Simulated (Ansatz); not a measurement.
`[NH2][SnH2][Br]`. The species carries charge 0 and has multiplicity 1. Sn: def2 effective core potential.

```json
{"atom": "N1", "x (Å)": "0.1515", "y (Å)": "1.0586", "z (Å)": "-0.7281"}
{"atom": "Sn2", "x (Å)": "-0.1340", "y (Å)": "-0.6011", "z (Å)": "0.3589"}
{"atom": "Br3", "x (Å)": "1.5440", "y (Å)": "-0.5620", "z (Å)": "2.1928"}
{"atom": "H4", "x (Å)": "0.4669", "y (Å)": "0.9203", "z (Å)": "-1.6766"}
{"atom": "H5", "x (Å)": "-0.5956", "y (Å)": "1.7367", "z (Å)": "-0.7103"}
{"atom": "H6", "x (Å)": "0.2200", "y (Å)": "-1.9873", "z (Å)": "-0.5610"}
{"atom": "H7", "x (Å)": "-1.6528", "y (Å)": "-0.5652", "z (Å)": "1.1242"}
```

Problem. What are the harmonic wavenumbers in cm⁻¹ at PBE0-D4/def2-TZVP (Ansatz, finite differences of forces, unscaled)? (Best estimate.)

Solution. Computed: 84, 138, 251, 363, 384, 529, 621, 648, 682, 850, 1561, 1959, 1973, 3576, 3681.

Problem. Is this a minimum?

Solution. Yes, all 15 modes are real.

Problem. Give the ideal-gas thermochemistry at 298.15 K and 1 bar (rigid rotor, harmonic oscillator; point group Cs, symmetry number 1).

Solution. Zero-point energy 103.5 kJ/mol; H(298) − E = 122.0 kJ/mol; entropy 342.4 J/(mol·K), of which translation 175.9, rotation 114.6, vibration 51.8; G(298) − E = 19.9 kJ/mol. Modes under 100 cm⁻¹ are hindered rotations or soft bends, so the harmonic entropy is rough.

Problem. And at 400, 500, 600, 800 and 1000 K?

Solution. 
| T (K) | H − E (kJ/mol) | S (J/mol/K) | G − E (kJ/mol) |
| --- | --- | --- | --- |
| 400 | 131.6 | 370.1 | -16.4 |
| 500 | 142.0 | 393.2 | -54.6 |
| 600 | 153.1 | 413.4 | -95.0 |
| 800 | 176.7 | 447.4 | -181.2 |
| 1000 | 202.0 | 475.6 | -273.6 |
